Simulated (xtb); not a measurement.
xtb input (GFN1-xTB):

```bash
xtb mol.xyz --gfn 1 --sp --chrg -1 --uhf 0
```
mol.xyz:
```
14

C     -1.74207341    -0.73553170    -0.67853223
Si    -0.39085094     0.12641668     0.36701373
C     -0.45333336     1.94378338    -0.22897095
O     -0.44186051    -0.10794313     1.90998877
Si     1.64919129    -0.68898192    -0.62144860
H     -1.61256101    -0.56100763    -1.75197696
H     -1.73492668    -1.81450488    -0.50310076
H     -2.72901603    -0.35875512    -0.38750833
H     -1.40276802     2.39853971     0.07513714
H      0.35280630     2.52593168     0.22517948
H     -0.36713210     2.02826273    -1.31752425
H      1.80733546    -0.51511411    -2.11101944
H      1.88232714    -2.15885985    -0.42753609
H      2.89449477    -0.05454409    -0.07445373
```

End of the output:

```
         :::::::::::::::::::::::::::::::::::::::::::::::::::::
         ::                     SUMMARY                     ::
         :::::::::::::::::::::::::::::::::::::::::::::::::::::
         :: total energy             -17.818057930105 Eh    ::
         :: gradient norm              0.050845291299 Eh/a0 ::
         :: HOMO-LUMO gap              4.714660496143 eV    ::
         ::.................................................::
         :: SCC energy               -17.982749862125 Eh    ::
         :: -> electrostatic           0.152619235993 Eh    ::
         :: repulsion energy           0.170065917197 Eh    ::
         :: dispersion energy         -0.005373985177 Eh    ::
         :: halogen bond corr.         0.000000000000 Eh    ::
         :: add. restraining           0.000000000000 Eh    ::
         :: total charge              -1.000000000000 e     ::
         :::::::::::::::::::::::::::::::::::::::::::::::::::::

           -------------------------------------------------
          |                Property Printout                |
           -------------------------------------------------

    * Orbital Energies and Occupations

         #    Occupation            Energy/Eh            Energy/eV
      -------------------------------------------------------------
         1        2.0000           -0.5095136             -13.8646
       ...           ...                  ...                  ...
         4        2.0000           -0.4444661             -12.0945
         5        2.0000           -0.3618426              -9.8462
         6        2.0000           -0.3497331              -9.5167
         7        2.0000           -0.3470233              -9.4430
         8        2.0000           -0.3412177              -9.2850
         9        2.0000           -0.3385437              -9.2122
        10        2.0000           -0.3182740              -8.6607
        11        2.0000           -0.3171064              -8.6289
        12        2.0000           -0.2996917              -8.1550
        13        2.0000           -0.2989136              -8.1339
        14        2.0000           -0.2799206              -7.6170
        15        2.0000           -0.2481733              -6.7531
        16        2.0000           -0.2277599              -6.1977 (HOMO)
        17                         -0.0544993              -1.4830 (LUMO)
        18                         -0.0495762              -1.3490
Note: The following floating-point exceptions are signalling: IEEE_DENORMAL
normal termination of xtb
        19                         -0.0093963              -0.2557
        20                          0.0236356               0.6432
        21                          0.0242787               0.6607
        22                          0.0290087               0.7894
        23                          0.0476160               1.2957
        24                          0.0772283               2.1015
        25                          0.0853854               2.3235
        26                          0.0889783               2.4212
        27                          0.0998638               2.7174
       ...                                ...                  ...
        48                          1.6270286              44.2737
      -------------------------------------------------------------
                  HL-Gap            0.1732606 Eh            4.7147 eV
             Fermi-level           -0.1411296 Eh           -3.8403 eV

  Mulliken/CM5 charges         n(s)   n(p)   n(d)
     1C    -0.18638 -0.29495   1.002  3.184  0.000
     2Si    0.21996  0.11783   1.068  1.779  0.933
     3C    -0.18638 -0.29495   1.002  3.184  0.000
     4O    -0.58712 -0.59305   1.691  4.896  0.000
     5Si    0.02194 -0.21004   1.358  2.232  0.388
     6H    -0.00250  0.05152   1.003  0.000  0.000
     7H     0.00992  0.06463   0.990  0.000  0.000
     8H     0.00850  0.06286   0.991  0.000  0.000
     9H     0.00850  0.06286   0.991  0.000  0.000
    10H     0.00992  0.06463   0.990  0.000  0.000
    11H    -0.00250  0.05152   1.003  0.000  0.000
    12H    -0.11171 -0.03571   1.112  0.000  0.000
    13H    -0.10107 -0.02358   1.101  0.000  0.000
    14H    -0.10107 -0.02358   1.101  0.000  0.000

Wiberg/Mayer (AO) data.
largest (>0.10) Wiberg bond orders for each atom

 ---------------------------------------------------------------------------
     #   Z sym  total        # sym  WBO       # sym  WBO       # sym  WBO
 ---------------------------------------------------------------------------
     1   6 C    3.923 --     6 H    0.966     7 H    0.963     8 H    0.959
                             2 Si   0.928
     2  14 Si   5.051 --     4 O    2.047     3 C    0.928     1 C    0.928
                             5 Si   0.913
     3   6 C    3.923 --    11 H    0.966    10 H    0.963     9 H    0.959
                             2 Si   0.928
     4   8 O    2.181 --     2 Si   2.047
     5  14 Si   3.932 --    14 H    0.939    13 H    0.939    12 H    0.939
                             2 Si   0.913
     6   1 H    1.005 --     1 C    0.966
     7   1 H    1.006 --     1 C    0.963
     8   1 H    1.006 --     1 C    0.959
     9   1 H    1.006 --     3 C    0.959
    10   1 H    1.006 --     3 C    0.963
    11   1 H    1.005 --     3 C    0.966
    12   1 H    0.986 --     5 Si   0.939
    13   1 H    0.987 --     5 Si   0.939
    14   1 H    0.987 --     5 Si   0.939
 ---------------------------------------------------------------------------

Topologies differ in total number of bonds
Writing topology from bond orders to xtbtopo.mol

 dipole moment from electron density (au)
     X       Y       Z
  -0.4176   0.5312  -1.9688  total (Debye):    5.291

           -------------------------------------------------
          | TOTAL ENERGY              -17.818057930105 Eh   |
          | GRADIENT NORM               0.050845291299 Eh/α |
          | HOMO-LUMO GAP               4.714660496143 eV   |
           -------------------------------------------------

------------------------------------------------------------------------
------------------------------------------------------------------------
 total:
 SCF:
```

It need not be the lowest isomer of its formula. Whether it binds its extra electron was not tested at this geometry.
